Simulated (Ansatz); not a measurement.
```yaml
crystal:
  periodic: [false, false, false]
  atoms:
    - {symbol: Ni, position_ang: [-0.192527, 1.151572, -0.341196]}
    - {symbol: Si, position_ang: [0.300474, -0.241722, 1.182867]}
    - {symbol: Si, position_ang: [-0.107947, -0.909850, -0.841671]}
basis:
  gaussian: {orbitals: def2-SVP}
magnetization: {spin_polarized: false, initial_magnetization: 2}
hamiltonian: {xc: {name: PBE}}
accuracy: high
```

```sh
$ ansatz run in.yaml --threads 4 --pin off --events-out ev --progress --plain --max-ram 3916MiB
```

Output, abridged:

```
Functional definition: PBE
1295 factors; integrals over basis functions are off by at most 4.6e-9 eV
mean field evaluation 1: about -56758.0365 eV, gradient 8.7e1 eV
mean field evaluation 2: about -56758.0282 eV, gradient 8.7e1 eV
mean field evaluation 4: about -56739.9009 eV, gradient 1.1e2 eV
mean field evaluation 8: about -56772.0780 eV, gradient 4.9e0 eV
mean field evaluation 16: about -56772.1339 eV, gradient 7.5e-7 eV
mean field evaluation 32: about -56770.5838 eV, gradient 1.6e-4 eV
mean field evaluation 64: about -56771.0336 eV, gradient 3.6e0 eV
mean field evaluation 96: about -56771.8581 eV, gradient 1.7e0 eV
mean field evaluation 128: about -56695.2841 eV, gradient 1.3e2 eV
mean field evaluation 160: about -56769.0712 eV, gradient 8.8e-1 eV
mean field -56772.13391157 eV, -2086.3374397155 hartree, gradient 1.6e-8 eV, S^2 2.000000; 14 other end points of the search recorded, 0 dependent functions left out
reference -56772.13391437 eV, -2086.3374398186 hartree; 29, 27 occupied and 38, 40 virtual orbitals, 1295 factors
Total energy: -56772.13391437 eV, -2086.3374398186 hartree
```

It took 13 s on 4 threads of Arm Neoverse V1 on a shared host.

With spin_polarized false and unpaired electrons the run is restricted open-shell.
